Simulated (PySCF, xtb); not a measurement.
C₃H₁₀FNSi, SMILES CN(C)C[SiH2]F.

GFN2-xTB in xtb at its own geometry gives an orbital gap of 4.37 eV and a dipole moment of 2.59 D.

Coordinates come from a B3LYP-D3(BJ)/def2-SVP optimisation. This is a generated structure with no PubChem entry under its InChIKey; it may be hypothetical. One conformer was computed; it need not be the lowest.

Task: What does PBE/def2-TZVP (PySCF) give? (Estimate from the structure and the level; the computed values follow.)

Result: gap 4.46 eV (levels -4.97 and -0.51 eV), dipole 2.03 D.
